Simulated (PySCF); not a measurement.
Mg(SH)(OSiH3) (H4MgOSSi), SMILES [SH][Mg][O][SiH3]. Atoms are numbered in the order given.

```xyz
8

Mg    -0.3787     0.3842     0.3632
S     -1.7072     1.7220     1.6802
H     -1.6371     0.8793     2.7368
O      0.6571    -0.6478    -0.6745
Si     1.6055    -1.5837    -1.6255
H      0.7830    -2.4690    -2.5136
H      2.4957    -2.4684    -0.8045
H      2.4856    -0.7494    -2.5076
```

Geometry optimised at PBE0-D3(BJ)/def2-SVP. One conformer was computed; it need not be the lowest.

Method: ωB97X/def2-TZVPD run with PySCF.

The molecule is in vacuum.

Computed frontier levels, gap, dipole moment and polarisability:
* **highest occupied level**: -9.67 eV
* **lowest empty level**: 0.08 eV
* **orbital gap**: 9.75 eV
* **dipole moment**: 0.60 D
* **quadrupole, principal values (traceless, Buckingham form, about the centre of nuclear charge)**: -18.64, 6.09, 12.55 D·Å
* **mean static polarisability**: 75.2 bohr³ (11.15 Å³)
* **polarisability, principal values**: 66.8, 69.1, 89.8 bohr³
